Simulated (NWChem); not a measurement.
# CdH2S2; SMILES [SH][Cd][SH]

```xyz
5

Cd     0.0000     0.0000    -0.5078
S      2.3504     0.0000    -0.5447
H      2.4488     0.0000     0.8039
S     -2.3504     0.0000    -0.5447
H     -2.4488     0.0000     0.8039
```
Atoms are numbered in this order, from 1.

This is a stationary point of PBE0/def2-SVP with def2 effective core potentials on Cd (NWChem), point group C2v. def2 effective core potentials on Cd; no spin-orbit coupling.

Is it a minimum? If not, what does it relax to?

No. It has an imaginary frequency of 165i cm⁻¹. Following that mode (on a finer grid) lowers the energy by 1.0 kcal/mol and ends, with real frequencies alone, at point group C2:
```xyz
5

Cd     0.0000     0.0000     0.1199
S      2.3233    -0.3232     0.1113
H      2.5389     0.6167     1.0596
S     -2.3233     0.3232     0.1113
H     -2.5389    -0.6167     1.0596
```
